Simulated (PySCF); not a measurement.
Compound: GeH3(NHtBu), C4H13GeN.
SMILES: `[H][Ge]([H])([H])[NH]C(C)(C)C`

Method used: PySCF, TDDFT CAM-B3LYP/def2-SVPD, vertical, gas phase, core orbitals frozen in the response. Isolated species at its PBE0-D3(BJ)/def2-SVP geometry, gas phase. The CAM-B3LYP/def2-SVPD calculation is non-relativistic and has no spin–orbit coupling, an omission that weighs most on germanium.

Computed states:

| state | E (eV) | f |
| --- | --- | --- |
| S1 | 5.89 | 0.013 |
| S2 | 6.43 | 0.028 |
| S3 | 7.05 | 0.0021 |
| S4 | 7.22 | 0.0032 |
| S5 | 7.35 | 0.012 |
| S6 | 7.59 | 0.029 |
| S7 | 7.85 | 0.016 |
| S8 | 8.25 | 0.0097 |
| S9 | 8.37 | 0.0081 |
| S10 | 8.43 | 0.019 |
| S11 | 8.63 | 0.039 |
| S12 | 8.77 | 0.015 |
| S13 | 8.78 | 0.121 |
| S14 | 8.96 | 0.049 |
| S15 | 8.99 | 0.205 |

Each state is given a Gaussian of 0.3 eV full width at half maximum, with ε(max) = 2.175×10⁸ f / Δν̃ (Δν̃ the width in cm⁻¹). The width is an assumption, not a result. The curve ends short of the highest state used, and states not computed would add to its high-energy end.

(1) What does the envelope look like, and where are its maxima?

(2) On this curve, what absorbance would a 10⁻³ mol/L sample give at 222 nm over a 1 cm path?

(3) Coming from long wavelengths, where does ε first pass 100 L mol⁻¹ cm⁻¹?

Answers

(1) 
λ (nm), ε (L mol⁻¹ cm⁻¹) and a bar:
```
    147.8       3504 ##############################
    150.6       1812 ################
    153.4        754 ######
    156.1       1228 ###########
    158.9       2016 #################
    161.6       2729 #######################
    164.4       2919 #########################
    167.2       2119 ##################
    169.9       1484 #############
    172.7        861 #######
    175.4        431 ####
    178.2        188 ##
    181.0         70 #
    183.7        132 #
    186.5        629 #####
    189.3       1697 ###############
    192.0       2509 #####################
    194.8       2195 ###################
    197.5       1206 ##########
    200.3        476 ####
    203.1        371 ###
    205.8        681 ######
    208.6       1066 #########
    211.3       1144 ##########
    214.1        858 #######
    216.9        457 ####
    219.6        185 ##
    222.4         54 
    225.1         13 
    227.9          2
```

Maxima: 210 nm (5.89 eV), ε about 1200, made up of S1 (100%); 193 nm (6.43 eV), ε about 2600, made up of S2 (100%); 163 nm (7.59 eV), ε about 3000, made up of S6 (88%) (ε in L mol⁻¹ cm⁻¹; maxima over ε = 5, shares over 10%). At its high-energy end, 8.39 eV, the curve is still rising (ε about 3500, from S8, S9, S10 and S11).

(2) 222 nm is 5.585 eV, where ε is about 66 L mol⁻¹ cm⁻¹, so A = ε c l ≈ 0.066 (Beer–Lambert, with the gas-phase spectrum and the assumed width).

(3) At about 221 nm (5.61 eV), 0.28 eV below S1.

Without π bonds the low states are Rydberg-like; a valence basis with one diffuse set may place them up to an eV too high.
